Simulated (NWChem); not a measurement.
System meant: C$_{3}$H$_{7}$Si, doublet; SMILES [CH]1CC[SiH2]1

Input file for NWChem:

```
start job
memory heap 200 mb stack 900 mb global 1100 mb
geometry units angstroms noautoz
  C      1.205055     0.357896    -0.000070
  C      0.101303     1.383216     0.001466
  C     -1.157766     0.461801     0.000358
  Si     0.001329    -1.053330    -0.001746
  H      2.275780     0.579401    -0.001127
  H      0.142016     2.057798    -0.877025
  H      0.142127     2.053885     0.882980
  H     -1.794041     0.579135     0.889873
  H     -1.794519     0.580928    -0.888580
  H     -0.033669    -1.949423     1.200916
  H     -0.033168    -1.944482    -1.208110
end
basis spherical
  * library def2-svp
end
dft
  odft
  mult 3
  xc b3lyp
  iterations 150
  mulliken
end
task dft energy
```

End of the output:

```
 Summary of "ao basis" -> "" (spherical)
 ------------------------------------------------------------------------------
       Tag                 Description            Shells   Functions and Types
 ---------------- ------------------------------  ------  ---------------------
 *                          def2-svp                  on all atoms

                                 NWChem DFT Module
                                 -----------------

 Summary of "ao basis" -> "ao basis" (spherical)
 ------------------------------------------------------------------------------
       Tag                 Description            Shells   Functions and Types
 ---------------- ------------------------------  ------  ---------------------
 C                          def2-svp                 6       14   3s2p1d
 Si                         def2-svp                 8       18   4s3p1d
 H                          def2-svp                 3        5   2s1p

 Summary of "ao basis" -> "ao basis" (spherical)
 ------------------------------------------------------------------------------
       Tag                 Description            Shells   Functions and Types
 ---------------- ------------------------------  ------  ---------------------
 C                          def2-svp                 6       14   3s2p1d
 Si                         def2-svp                 8       18   4s3p1d
 H                          def2-svp                 3        5   2s1p

      Symmetry analysis of basis
      --------------------------

        a'         62
        a"         33

  number of electrons :                   39
  multiplicity        :                    3
 ------------------------------------------------------------------------
  no. of electrons and multiplicity not compatible                  39
 ------------------------------------------------------------------------
 ------------------------------------------------------------------------
  current input line :
    26: task dft energy
 ------------------------------------------------------------------------
 ------------------------------------------------------------------------
 There is an error in the input file
 ------------------------------------------------------------------------
 For more information see the NWChem manual at https://nwchemgit.github.io

0: no. of electrons and multiplicity not compatible:Received an Error in Communication
```

**Question.** What is wrong, and how is it mended?

**Answer.** The program refused the input. Cause: the multiplicity doesn't fit the number of electrons (an even count wants an odd multiplicity, and the reverse). This input runs:
```
start job
memory heap 200 mb stack 900 mb global 1100 mb
geometry units angstroms noautoz
  C      1.205055     0.357896    -0.000070
  C      0.101303     1.383216     0.001466
  C     -1.157766     0.461801     0.000358
  Si     0.001329    -1.053330    -0.001746
  H      2.275780     0.579401    -0.001127
  H      0.142016     2.057798    -0.877025
  H      0.142127     2.053885     0.882980
  H     -1.794041     0.579135     0.889873
  H     -1.794519     0.580928    -0.888580
  H     -0.033669    -1.949423     1.200916
  H     -0.033168    -1.944482    -1.208110
end
basis spherical
  C library def2-svp
  Si library def2-svp
  H library def2-svp
end
dft
  odft
  mult 2
  xc b3lyp
  iterations 150
  mulliken
end
task dft energy
```
It converges to -407.78306 Ha (B3LYP/def2-SVP, spin-unrestricted).
